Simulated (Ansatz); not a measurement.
Correlation energies of CH₈B₂Si, SMILES `BC(B)[SiH3]` by basis set

| atom | x (Å) | y (Å) | z (Å) |
| --- | --- | --- | --- |
| B1 | 0.115 | -0.224 | 1.667 |
| C2 | 0.011 | -0.695 | 0.215 |
| B3 | 1.251 | -0.371 | -0.642 |
| Si4 | -0.984 | 0.629 | -0.738 |
| H5 | -0.255 | -0.923 | 2.567 |
| H6 | 0.590 | 0.847 | 1.917 |
| H7 | -0.453 | -1.665 | 0.034 |
| H8 | 1.632 | -1.131 | -1.483 |
| H9 | 1.825 | 0.670 | -0.483 |
| H10 | -1.020 | 1.925 | -0.024 |
| H11 | -2.351 | 0.095 | -0.951 |
| H12 | -0.361 | 0.843 | -2.080 |

Total charge 0; spin multiplicity 1. Geometry: relaxed with PBE0-D4/def2-TZVP. Frozen core, restricted reference, Ansatz. CBS rows extrapolate triple and quadruple zeta; past MP2 they add the triple-zeta difference.

```tsv
basis	HF (Eh)	MP2 corr.	CCSD corr.	(T)	CCSD(T) total
def2-SVP	-380.63573	?	-0.48236	-0.01436	?
def2-TZVPP	-380.83797	-0.51306	-0.57119	?	?
def2-QZVPP	-380.85166	-0.54563	–	–	–
CBS(def2)	?	?	-0.62790	as TZ	?
```

(1) Fill in the withheld values. (An estimate is asked.)

Answers

(1) The calculation gave: def2-SVP MP2 corr.: -0.41899; def2-SVP CCSD(T) total: -381.13245; def2-TZVPP (T): -0.02144; def2-TZVPP CCSD(T) total: -381.43060; CBS(def2) HF (Eh): -380.85355; CBS(def2) MP2 corr.: -0.56976; CBS(def2) CCSD(T) total: -381.50289.
